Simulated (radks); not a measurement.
Fractional charge and spin in the 4d shell of rhodium: the spin-up occupation runs from 4 to 5 and the spin-down occupation from 2 to 3; the fullest corner is Rh, [Kr] 5s(up 0.5, down 0.5) 4d(up 5, down 3). Method: scalar-relativistic Kohn-Sham, BLYP, spin-polarised, spherical densities, finite nucleus; Fermi nuclear charge, rms radius of each element as measured or else 0.836 A^(1/3) + 0.57 fm; computed with a radial shooting solver on a logarithmic mesh with Libxc functionals. Energy (eV) minus the two flat planes that join the four corners (they meet along the diagonal where the two added fractions sum to one electron); zero is where a piecewise linear energy would lie.

\begin{tabular}{lrrr}
down \ up & 4 & 4.5 & 5 \\ \hline
2 & 0.000 & -1.561 & 0.000 \\
2.5 & -1.526 & 0.164 & -1.283 \\
3 & 0.000 & -1.316 & 0.000 \\
\end{tabular}

Corners above the fullest one (they belong to Rh+ and the next ion): (up 5, down 2) 10.113 eV, (up 4, down 3) 11.437 eV, (up 4, down 2) 33.615 eV. With half an added electron in each spin the energy lies 0.164 eV from the planes, and with half an added electron in spin up alone -1.561 eV. The planes are only a guide here: the flat-plane condition holds for ground states with one frontier orbital, while this shell lies below other occupied shells, so the corners above the fullest one are inner-hole states and not the ground states of those ions.
